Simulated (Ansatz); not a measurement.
Correlation energies of ClFH₄SiSn (`[F][SnH]([SiH3])[Cl]`) by basis set

Z-matrix (Å, degrees):
```
Sn
Si 1 2.562
Cl 1 2.326 2 108.4
F 1 1.922 2 106.4 3 111.4
H 1 1.703 2 125.0 3 -127.2
H 2 1.483 1 108.0 3 64.3
H 2 1.481 1 107.4 3 -55.5
H 2 1.483 1 108.7 3 -175.8
```

The species carries charge 0 and has multiplicity 1. Correlated methods include outer-core shells of Sn, which these sets cover unevenly. Sn: def2 effective core potential. Geometry: relaxed with PBE0-D4/def2-TZVP. Frozen core, restricted reference, Ansatz.

```tsv
basis	HF (Eh)	MP2 corr.	CCSD corr.	(T)	CCSD(T) total
def2-SVP	-1063.29486	-0.52753	-0.57516	-0.01216	-1063.88218
def2-TZVPP	-1063.69916	-0.88807	-0.92422	-0.03029	-1064.65367
def2-QZVPP	-1063.72882	-1.15628	–	–	–
```
